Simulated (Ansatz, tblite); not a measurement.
Spin states of the cluster Li3S⁺, each relaxed with B3LYP-D4/def2-TZVP in Ansatz. Electronic energies in the gas phase.

The xTB rows come from tblite. HSE06 is defined as in plane-wave codes, on full-range PBE exchange. Correlated methods freeze 5 core orbitals; core or outer-core shells of Li are correlated, in sets that lack core-valence functions. In the quintet geometry the species has come apart into loosely held pieces. The structure comes from a short search, and lower isomers may exist.

Singlet geometry (D3h within 0.1 Å):

Cartesian coordinates in Å:
```
Li -0.6761 -0.1203 -2.0499
Li -0.3347 -1.6567 1.3477
Li 1.0114 1.7768 0.7022
S -0.0006 0.0002 0.0000
```

Triplet geometry (C2v within 0.1 Å):

```csv
atom,x (Å),y (Å),z (Å)
Li1,0.299,-1.785,2.048
Li2,0.739,1.927,-0.541
Li3,-1.085,0.140,-1.832
S4,0.047,-0.282,0.324
```

Quintet geometry:

Cartesian coordinates in Å:
```
Li -0.7819 1.3535 -0.6973
Li -2.3401 4.2405 -2.0056
Li 0.8369 -1.5705 0.6940
S 2.2852 -4.0235 2.0088
```

⟨S²⟩: triplet 2.00 at PBE0-D4/def2-TZVP (pure 2.00), quintet 6.01 at PBE0-D4/def2-TZVP (pure 6.00).

Only these spin states were relaxed. The quintet has fallen apart into loose fragments. The triplet has other bonds than the singlet, so the gap mixes isomer and spin. The quintet has other bonds than the singlet, so the gap mixes isomer and spin.

(1) Estimate which spin state lies lowest at each of these levels, and by how much: GFN1-xTB; GFN2-xTB; HF/STO-3G; HF/def2-TZVPP; HF/def2-QZVPP; PBE-D4/def2-TZVP; r2SCAN0-D4/def2-TZVP; HSE06-D4/def2-TZVP; MP2/def2-TZVPP; MP2/def2-QZVPP; CCSD/def2-TZVPP; CCSD(T)/def2-TZVPP.

Results:

(1) 
```json
{"level": "GFN1-xTB", "triplet − singlet (kJ/mol)": "355.9", "quintet − singlet (kJ/mol)": "783.6", "lowest of these": "singlet"}
{"level": "GFN2-xTB", "triplet − singlet (kJ/mol)": "265.6", "quintet − singlet (kJ/mol)": "642.6", "lowest of these": "singlet"}
{"level": "HF/STO-3G", "triplet − singlet (kJ/mol)": "260.2", "quintet − singlet (kJ/mol)": "609.7", "lowest of these": "singlet"}
{"level": "HF/def2-TZVPP", "triplet − singlet (kJ/mol)": "239.5", "quintet − singlet (kJ/mol)": "481.8", "lowest of these": "singlet"}
{"level": "HF/def2-QZVPP", "triplet − singlet (kJ/mol)": "237.5", "quintet − singlet (kJ/mol)": "480.6", "lowest of these": "singlet"}
{"level": "PBE-D4/def2-TZVP", "triplet − singlet (kJ/mol)": "327.2", "quintet − singlet (kJ/mol)": "674.8", "lowest of these": "singlet"}
{"level": "r2SCAN0-D4/def2-TZVP", "triplet − singlet (kJ/mol)": "329.4", "quintet − singlet (kJ/mol)": "689.7", "lowest of these": "singlet"}
{"level": "HSE06-D4/def2-TZVP", "triplet − singlet (kJ/mol)": "327.6", "quintet − singlet (kJ/mol)": "672.9", "lowest of these": "singlet"}
{"level": "MP2/def2-TZVPP", "triplet − singlet (kJ/mol)": "341.2", "quintet − singlet (kJ/mol)": "684.4", "lowest of these": "singlet"}
{"level": "MP2/def2-QZVPP", "triplet − singlet (kJ/mol)": "350.5", "quintet − singlet (kJ/mol)": "708.9", "lowest of these": "singlet"}
{"level": "CCSD/def2-TZVPP", "triplet − singlet (kJ/mol)": "321.4", "quintet − singlet (kJ/mol)": "659.8", "lowest of these": "singlet"}
{"level": "CCSD(T)/def2-TZVPP", "triplet − singlet (kJ/mol)": "328.1", "quintet − singlet (kJ/mol)": "673.0", "lowest of these": "singlet"}
```

The xTB methods have no spin-polarisation term.
